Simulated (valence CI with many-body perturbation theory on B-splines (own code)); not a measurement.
The numbers below are computed, except where a source is named.
Hyperfine factors and g values of Hf⁵⁸⁺

Level of theory: valence CI with perturbative core correlation (CI+MBPT): four valence electrons over a frozen Dirac-Fock core [Ne], a basis of 11 s, 11 p, 9 d, 7 f, 5 g, 2 h, 1 i functions for each j, with the one-electron correlation potential Σ1, the two-electron term Σ2, the three-electron term Σ3, Breit, model QED; selected CI, second order for the rest (own B-spline code, finite nucleus).

The last digits are not significant, and no measured levels were compared; by estimate large intervals hold to a few tenths of a per cent, small ones and those within an open d or f shell to about a per cent.

A/g_I is the dipole constant over the nuclear g factor μ/I (μ in nuclear magnetons, uniformly magnetised nucleus), B/Q the quadrupole constant per barn. Both hold the static response of the core; the bare values leave it out. Large factors of s and p1/2 electrons are usually good to 5 to 10 %; those of open d and f shells near neutrality can be off by tens of per cent, and small factors of p3/2, d and f electrons come from cancelling terms and can be off by a factor of two or in sign, in half-filled shells by more. B is blank for J = 1/2, where it vanishes, and for nearly pure S terms. Energies count from the lowest level. Levels with J = 0 are left out.

Levels are named by their leading jj configuration (3d3/2^4 stands for four electrons in 3d with j = 3/2), which in mixed levels can hold well under half, so a name can repeat and another be missing. Letters in brackets count levels of one name in rising energy.

| Level | E (eV) | g | A/g_I (MHz) | A/g_I bare | B/Q (MHz/b) | B/Q bare |
| --- | --- | --- | --- | --- | --- | --- |
| (3s^2 3p1/2 3p3/2) J=1 | 304.2 | 1.490 | -169000 | -162000 | 195000 | 192000 |
| (3s^2 3p1/2 3p3/2) J=2 | 313.2 | 1.164 | 560000 | 552000 | 359000 | 354000 |
| (3s 3p1/2^2 3p3/2) J=2 | 465.4 | 1.528 | 1360000 | 1340000 | 361000 | 356000 |
| (3s 3p1/2^2 3p3/2) J=1 | 492.4 | 1.043 | -886000 | -863000 | 208000 | 205000 |
| (3s^2 3p1/2 3d3/2) J=2 | 516.9 | 0.753 | 494000 | 488000 | 77900 | 79800 |
| (3s^2 3p1/2 3d3/2) J=1 | 558.7 | 0.878 | -409000 | -395000 | 60200 | 60600 |
| (3s^2 3p1/2 3d5/2) J=2 | 606.9 | 1.287 | -179000 | -172000 | 53100 | 54900 |
| (3s^2 3p1/2 3d5/2) J=3 | 607.9 | 1.106 | 314000 | 311000 | 57400 | 59800 |
| (3s^2 3p3/2^2) J=2 | 624.2 | 1.311 | 200000 | 199000 | 30400 | 30000 |
| (3s 3p1/2^2 3d3/2) J=1 | 682.1 | 0.436 | -1110000 | -1080000 | 32200 | 33300 |
| (3s 3p1/2^2 3d3/2) J=2 | 689.1 | 1.131 | 1290000 | 1270000 | 62200 | 64000 |
| (3s 3p1/2 3p3/2^2) J=2 [a] | 761.9 | 1.525 | 887000 | 873000 | 91000 | 89700 |
| (3s 3p1/2^2 3d5/2) J=3 | 767.4 | 1.347 | 860000 | 846000 | 58800 | 61200 |
| (3s 3p1/2 3p3/2^2) J=3 | 779.5 | 1.311 | 1190000 | 1160000 | 21000 | 20800 |
| (3s 3p1/2^2 3d5/2) J=2 | 780.9 | 1.024 | -746000 | -726000 | 40700 | 42900 |
| (3s 3p1/2 3p3/2^2) J=1 [a] | 804.9 | 1.270 | 1030000 | 1010000 | -275000 | -271000 |
| (3s 3p1/2 3p3/2^2) J=2 [b] | 805.2 | 1.082 | 129000 | 131000 | -24100 | -23600 |
| (3s 3p1/2 3p3/2^2) J=1 [b] | 816.0 | 1.344 | 781000 | 770000 | 200000 | 198000 |
| (3s^2 3p3/2 3d3/2) J=3 | 857.0 | 1.086 | 183000 | 183000 | 417000 | 414000 |
| (3s^2 3p3/2 3d3/2) J=2 | 860.6 | 1.059 | 37700 | 41300 | -31000 | -30500 |
| (3s^2 3p3/2 3d3/2) J=1 | 861.3 | 1.118 | 229000 | 228000 | -188000 | -186000 |
| (3s^2 3p3/2 3d5/2) J=4 | 905.1 | 1.238 | 100000 | 101000 | 476000 | 473000 |
| (3s^2 3p3/2 3d5/2) J=2 | 914.2 | 1.233 | 77800 | 80000 | -251000 | -247000 |
| (3s^2 3p3/2 3d5/2) J=3 | 937.0 | 1.197 | 115000 | 116000 | 33.9 | 2210 |
| (3s^2 3p3/2 3d5/2) J=1 | 946.7 | 1.073 | -25000 | -20900 | 63300 | 63500 |
| (3s 3p1/2 3p3/2 3d3/2) J=2 [a] | 958.0 | 1.178 | 344000 | 342000 | 3640 | 3710 |
| (3s 3p1/2 3p3/2 3d3/2) J=1 [a] | 968.1 | 1.139 | 521000 | 514000 | -179000 | -178000 |
| (3s 3p1/2 3p3/2 3d3/2) J=3 [a] | 973.3 | 1.133 | 776000 | 764000 | 109000 | 109000 |
| (3s 3p1/2 3p3/2 3d3/2) J=2 [b] | 976.7 | 1.178 | 429000 | 425000 | -47400 | -47200 |
| (3s 3p1/2 3p3/2 3d3/2) J=4 | 989.6 | 1.163 | 926000 | 911000 | 347000 | 345000 |
| (3s 3p1/2 3p3/2 3d3/2) J=2 [c] | 1003.1 | 0.909 | 542000 | 535000 | -125000 | -122000 |
| (3s 3p1/2 3p3/2 3d3/2) J=3 [b] | 1009.2 | 1.284 | 821000 | 808000 | 331000 | 327000 |
| (3s 3p1/2 3p3/2 3d3/2) J=1 [b] | 1013.6 | 1.720 | 1950000 | 1910000 | 124000 | 123000 |
| (3s 3p1/2 3p3/2 3d3/2) J=2 [d] | 1015.2 | 1.388 | 938000 | 924000 | 98500 | 95700 |

Task: Take the isotope of mass number 177, with I = 7/2, μ = 0.791 μN and Q = 3.37 b. What is the hyperfine structure of (3s 3p1/2^2 3p3/2) J=1?

Result: From the table A = -200000 MHz, B = 700000 MHz. Shifts from the centre of gravity in MHz: F = 5/2: 1280000, F = 7/2: -300000, F = 9/2: -525000.
